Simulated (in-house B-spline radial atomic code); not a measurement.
Yb⁺. Computed with a B-spline radial atomic code. Model: non-relativistic spherical atom: semilocal Troullier-Martins pseudo-atom, one channel per l, against all electrons, high spin, G0W0 and RPA with empty states to l = 8, local potential for every l without a channel, a model core (radius 0 = none) keeps its share of the functional.

Without relativity these are model numbers for so heavy an element.

What the tables leave out is listed at the end.

The pseudopotential gives back the lowest level of each angular momentum of its own functional in the configuration it was made in; a second state of the same l is only approximately right. Exact exchange, RPA and GW see the smooth pseudo-orbitals and miss the exchange with the core, for which the functional's share stands in. The column with an uncorrelated core keeps all orbitals and exact exchange, and so separates missing core correlation from pseudisation. Only the three outermost levels and the lowest empty one were computed. RPA here is direct RPA, with no exchange kernel, and its energies carry an (l + 1/2)⁻⁴ tail. A hybrid on a potential with a model core restores only its own semilocal share of the core's exchange.

Command:
```bash
python run_psgw.py task.json out
```
Settings (lengths in bohr, energies in hartree):
```
Z                      70
electrons              69
configuration          [Xe] 4f14 6s1
generated_in           [Xe] 4f14 6s2
functional             pbe,pbe
core_shells            10
radius_factor          0.9
core_correction        False
ion_configuration      [Xe] 4f14
```

Run time, properties included: 110 s on 1 thread of Arm Neoverse N1, on a shared host.

Given: made with PBE; model core radius 0 bohr; local radius 1.458 bohr; mean-field start PBE.

Valence shells of the generating configuration: 5p, 4f, 6s.

Channel: s 3.22, p 1.147, d 1.77, f 1.452 (radii in bohr).

Computed: largest level miss in the spin-unpolarised generating configuration 0 eV; valence RPA correlation energy all-electron orbitals -1.6951 hartree; valence RPA correlation energy pseudo -2.4227 hartree; all-electron RPA polarisability, core included 54.435 bohr³; ionisation by mean-field pseudo minus all -0.014 eV; ionisation by RPA all-electron 11.771 eV; ionisation by RPA pseudo minus all 0.452 eV.

```
          level  occupied  mean-field all-electron (eV)  mean-field pseudo minus all (eV)  G0W0 all-electron (eV)  G0W0 uncorrelated core minus all (eV)  G0W0 pseudo minus all (eV)  exchange self-energy all-electron (eV)  exchange self-energy pseudo (eV)
          6s up         1                       -8.8637                            -0.002                 -11.732                                 -0.009                      -0.313                                  -8.229                           -7.8975
6s down (empty)         0                       -7.8762                             0.027                 -6.3099                                 -0.008                      -0.342                                 -1.9365                           -1.6055
```

Task: What is the pseudo-atom RPA polarisability?

Result: 54.348 bohr³.

Task: What is the ionisation by mean-field all-electron?

Result: 11.446 eV.

Given: mean-field start PBE0.

Computed: valence RPA correlation energy all-electron orbitals -1.6007 hartree; valence RPA correlation energy pseudo -2.354 hartree; pseudo-atom RPA polarisability 43.192 bohr³; ionisation by mean-field all-electron 11.254 eV; ionisation by mean-field pseudo minus all 0.252 eV; ionisation by RPA all-electron 11.606 eV.

| level | occupied | mean-field all-electron (eV) | mean-field pseudo minus all (eV) | G0W0 all-electron (eV) | G0W0 uncorrelated core minus all (eV) | G0W0 pseudo minus all (eV) | exchange self-energy all-electron (eV) | exchange self-energy pseudo (eV) |
| --- | --- | --- | --- | --- | --- | --- | --- | --- |
| 6s up | 1 | -9.3826 | -0.21 | -11.659 | -0.006 | -0.407 | -8.0583 | -8.115 |
| 6s down (empty) | 0 | -7.0712 | -0.175 | -5.9655 | -0.004 | -0.29 | -1.6977 | -1.5807 |

Task: What is the all-electron RPA polarisability, core included?

Result: 47.069 bohr³.

Task: What is the ionisation by RPA pseudo minus all?

Result: 0.444 eV.

Given: mean-field start Hartree-Fock.

Computed: valence RPA correlation energy all-electron orbitals -1.389 hartree; valence RPA correlation energy pseudo -2.1841 hartree; all-electron RPA polarisability, core included 36.915 bohr³; ionisation by mean-field all-electron 10.523 eV; ionisation by RPA all-electron 11.313 eV; ionisation by RPA pseudo minus all 0.468 eV.

| level | occupied | mean-field all-electron (eV) | mean-field pseudo minus all (eV) | G0W0 all-electron (eV) | G0W0 uncorrelated core minus all (eV) | G0W0 pseudo minus all (eV) | exchange self-energy all-electron (eV) | exchange self-energy pseudo (eV) |
| --- | --- | --- | --- | --- | --- | --- | --- | --- |
| 6s up | 1 | -10.547 | -1.043 | -11.415 | -0.001 | -0.615 | -7.4786 | -8.6917 |
| 4f up | 1 | -26.018 | 7.25 | -22.272 | -0.285 | 4.219 | -76.841 | -40.207 |
| 4f down | ? | ? | ? | ? | ? | ? | ? | ? |
| 6s down (empty) | 0 | -4.6467 | -0.425 | -5.6187 | 0.002 | -0.192 | -0.92034 | -1.2568 |

Task: What belongs in the row 4f down?

Result: occupied: 1; mean-field all-electron (eV): -26.006; mean-field pseudo minus all (eV): 7.188; G0W0 all-electron (eV): -22.258; G0W0 uncorrelated core minus all (eV): -0.285; G0W0 pseudo minus all (eV): 4.172; exchange self-energy all-electron (eV): -76.849; exchange self-energy pseudo (eV): -40.299.

Task: What is the pseudo-atom RPA polarisability?

Result: 27.098 bohr³.

Task: What is the ionisation by mean-field pseudo minus all?

Result: 0.994 eV.

Among the listed levels the largest G0W0 shift of the pseudo-atom is +4.22 eV, for 4f up on the Hartree-Fock start, while leaving the core uncorrelated moves that level by -0.28 eV. So pseudisation and the lost core exchange, not the missing core correlation, make the error. Not in the tables (levels of low weight, unsolved or above zero; the highest and the empty levels are kept at any weight): on PBE the G0W0 levels 4f up (pseudo minus all +7.45 eV, weights 0.81 and 0.02), 4f down (pseudo minus all +7.46 eV, weights 0.81 and 0.19); on PBE0 the G0W0 levels 4f up (pseudo minus all +6.61 eV, weights 0.85 and 0.71), 4f down (pseudo minus all +6.58 eV, weights 0.85 and 0.71).
